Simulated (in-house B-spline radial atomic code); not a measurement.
# How G0W0 and RPA depend on the start: the molybdenum ion Mo¹⁴⁺

Configuration [Ar] 3d10. Computed with a B-spline radial code for spherical atoms: all electrons, non-relativistic, point nucleus, each spin shell either full or empty, empty states to l = 9 with an (l + 1/2)⁻⁴ tail; G0W0 by contour deformation at full frequency.

Without relativity these are model numbers: it shifts the levels of so heavy an element strongly and can reorder them.

```tsv
start	mean-field 3d (eV)	G0W0 (eV)	QP weight	RPA correlation (Eh)
Hartree-Fock	-549.14	-547.48	0.989	-2.0181
PBE	-520.19	?	?	?
LDA VWN5	-520.39	-547.47	0.984	-2.1321
PBE0	-527.89	?	?	?
```

**Question.** What G0W0 level, weight and RPA correlation energy follow from the PBE start?

**Answer.** G0W0 level -547.27 eV, weight 0.984, RPA correlation -2.1301 hartree.

**Question.** What G0W0 level, weight and RPA correlation energy follow from the PBE0 start?

**Answer.** G0W0 level -547.31 eV, weight 0.986, RPA correlation -2.1003 hartree.

**Question.** How much of the dependence on the start does G0W0 remove?

**Answer.** The mean-field levels span 29 eV and the G0W0 levels 0.212 eV. Against 544 ± 0.5 eV (NIST, semi-empirical) the G0W0 removal energies are off by +3.27 to +3.48 eV, with relativity, Breit and QED terms left out.
